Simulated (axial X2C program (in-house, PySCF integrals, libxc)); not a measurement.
## InCl⁺: properties at the nuclei

Calculated with an axial X2C code built on PySCF integrals: two-component X2C with atomic mean-field Coulomb and Gaunt terms, Gaussian nuclei, basis In dyall-cv3z, Cl dyall-av3z with contracted cores.

R = 2.308 Å (near the PBE0 minimum at charge 1 of the determinant lowest at the starting distance; the state shown can have its own minimum elsewhere).

Input and command:
```json
{"zs": [49, 17], "q": 1, "bas": ["dyall-cv3z", "dyall-av3z"], "r0": 2.41, "levels": ["PBE0", "HF", "PBE", "r2SCAN", "PBE50"], "nst": 3}
```
```bash
python soeom.py task.json out
```

Keys: zs atomic numbers; q charge; bas basis sets; r0 starting distance in Å; levels methods; nst determinants followed.

Determinant lowest in the PBE0 search, Ω = 1/2 (⟨Sz⟩ = 0.50, ⟨Lz⟩ = 0.00 at PBE0), spin on the atoms In 0.31, Cl 0.19:

```
 level  Eeff magnitude (GV/cm)  Ws magnitude In (kHz)  A∥/gI In (MHz)  qzz In (a.u.)  A∥/gI Cl (MHz)  qzz Cl (a.u.)
  PBE0                    17.3                   19.9            6590          -2.99             216           3.47
    HF                    21.5                   24.9            7080          -4.42             186           3.17
   PBE                    15.2                   17.5            6300          -2.52             241           3.49
r2SCAN                    17.3                     20            6770          -3.00             244           3.32
 PBE50                    19.3                   22.1            7000          -3.50             197           3.39
```

Determinant 1.76 eV from it at PBE0 and this distance, Ω = 3/2 (⟨Sz⟩ = 0.50, ⟨Lz⟩ = 1.00 at PBE0), spin on the atoms In 0.00, Cl 0.50:

| level | Eeff magnitude (GV/cm) | Ws magnitude In (kHz) | A∥/gI In (MHz) | qzz In (a.u.) | A∥/gI Cl (MHz) | qzz Cl (a.u.) |
| --- | --- | --- | --- | --- | --- | --- |
| PBE0 | 0.342 | 0.13 | 22.2 | -2.88 | 362 | -2.51 |
| HF | 0.931 | 0.366 | 34.6 | -2.85 | 372 | -2.57 |
| PBE | 0.271 | 0.1 | 21.9 | -2.90 | 359 | -2.51 |
| r2SCAN | 0.3 | 0.116 | 29.4 | -2.96 | 372 | -2.55 |
| PBE50 | 0.428 | 0.165 | 24 | -2.87 | 365 | -2.50 |

Eeff is the effective electric field on the electron electric dipole moment in this Ω state and Ws the scalar–pseudoscalar constant of the nucleus named (defined with the proton number Z and per Ω); A∥ (defined per Ω) follows by multiplying with gI = μI/(I μN); qzz is the electric field gradient, eQq0 = 234.96 MHz × Q/barn × qzz. The operators were transformed with the bare-nucleus X2C matrices; with these basis sets, hyperfine constants and field gradients can be off by tens of per cent, and where levels differ in sign neither size nor sign is settled.

Task: With gI(115In) = 1.2313, Q(115In) = 0.772 barn, gI(35Cl) = 0.5479, Q(35Cl) = -0.08112 barn (g factors from the IAEA table of nuclear moments by Stone; Q from Pyykkö, Mol. Phys. 2018), turn the PBE0 values of the first state into constants in MHz.

Result: A∥(115In) = 6590 × 1.2313 = 8110 MHz; eQq0(115In) = 234.96 × (0.772) × (-2.99) = -542 MHz; A∥(35Cl) = 216 × 0.5479 = 118 MHz; eQq0(35Cl) = 234.96 × (-0.08112) × (3.47) = -66.1 MHz.

Each state is one determinant with collinear spin. Unrestricted Hartree–Fock can overshoot spin polarisation at the nuclei. Where Eeff spreads by more than a factor of two the levels disagree and none is to be relied on. The search compared states at one distance, so a state with another bond length can lie lower. PBE0 term energies can be off by some tenths of an eV.
